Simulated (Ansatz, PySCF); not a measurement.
Reaction (SMILES): C#CO -> [C-]#CO + H+
Structures are relaxed separately at B3LYP-D3(BJ)/def2-TZVP in Ansatz (an electronic-structure program).

Quantity: gas-phase deprotonation energy (enthalpy at 298 K, with B3LYP-D3(BJ) rigid-rotor harmonic-oscillator terms from PySCF), in kJ/mol. Correlated levels leave the core frozen unless marked. No spin-orbit coupling. No relativistic terms. Anions need diffuse functions: aug- sets have them; def2-D sets add few; the other sets have none. Basis-set limits of correlation are two-point, X^-3; Hartree-Fock from the larger set. [CCSD(T)-MP2]/basis is that difference in the basis named.

RI-MP2/CBS(aug-cc-pVTZ,aug-cc-pVQZ)+[CCSD(T)-MP2]/aug-cc-pVTZ (Ansatz) gives 1595.8 kJ/mol.

### Question
Another calculation gave 1610.1 kJ/mol. Which level was it?
A) PBE0/def2-TZVPD (Ansatz)
B) MN15/def2-TZVPD (PySCF)
C) HF/def2-TZVPD (PySCF)
D) wB97M-V/def2-TZVPD (Ansatz)

### Answer
A, PBE0/def2-TZVPD (Ansatz). The others give 1599.3 (MN15), 1588.0 (wB97M-V), 1622.5 (HF) kJ/mol.
